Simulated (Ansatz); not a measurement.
Geometry optimisation, Ansatz, RKS PBE/def2-SVP.

Input file:

```yaml
crystal:
  periodic: [false, false, false]
  atoms:
    - { symbol: Ti, position_ang: [0.107115, -0.49423, -0.438667] }
    - { symbol: O, position_ang: [0.312857, -0.070326, 2.637777] }
    - { symbol: Si, position_ang: [-1.175795, -0.188776, 3.433997] }
    - { symbol: H, position_ang: [-2.119872, -1.128984, 2.724859] }
    - { symbol: H, position_ang: [-1.001082, -0.698306, 4.843635] }
    - { symbol: H, position_ang: [-1.735863, 1.202233, 3.45785] }
    - { symbol: F, position_ang: [1.367788, 0.716165, -0.428363] }
    - { symbol: F, position_ang: [-1.447092, 0.156536, 0.05837] }
    - { symbol: F, position_ang: [-0.087687, -1.017702, -2.092377] }
    - { symbol: O, position_ang: [0.597557, -2.019856, 0.534245] }
    - { symbol: H, position_ang: [0.53245, -2.927996, 0.183974] }
    - { symbol: H, position_ang: [0.722024, -0.957657, 2.466998] }
basis:
  gaussian: { orbitals: def2-SVP }
hamiltonian:
  xc: pbe
relax:
  f_tol: 0.03
  max_steps: 50
output:
  orbitals: {}
```

Launched with:

```bash
$ ansatz run input.yaml --threads 4 --pin off --max-ram 5120MiB --backend cpu --events-out ev --progress --plain --runs-dir out
```

Q: Where does it end, and by what steps?

A: The run converged. After 11 steps the energy has fallen by 0.312 eV; H11 moved furthest, 0.61 Å. Joined: Ti1–O2 (3.11 → 2.30 Å).

```csv
step,energy less start (eV),largest force component (eV/Å),accepted
0,0.0000,1.177,yes
1,-0.1254,0.657,yes
2,-0.1910,0.629,yes
3,-0.2466,0.840,yes
4,-0.2794,0.356,yes
5,-0.2958,0.286,yes
6,-0.3060,0.175,yes
7,-0.2916,0.385,no
8,-0.3105,0.077,yes
9,-0.3115,0.036,yes
10,-0.3117,0.060,yes
11,-0.3119,0.019,yes
```

```xyz
12
Properties=species:S:1:pos:R:3
Ti 0.062 -0.501 -0.034
O 0.134 -0.494 2.267
Si -1.207 -0.103 3.268
H -2.370 -1.017 3.015
H -0.757 -0.261 4.693
H -1.533 1.323 2.971
F 1.249 0.794 0.030
F -1.618 -0.032 0.334
F -0.040 -0.805 -1.762
O 0.668 -2.159 0.459
H 0.960 -2.787 -0.228
H 0.524 -1.388 2.368
```

Whether the end is a true minimum wasn't checked by a vibrational analysis.

The run took 24 s on 4 threads of Arm Neoverse V2, with other jobs on the host, peak memory 0.23 GiB.
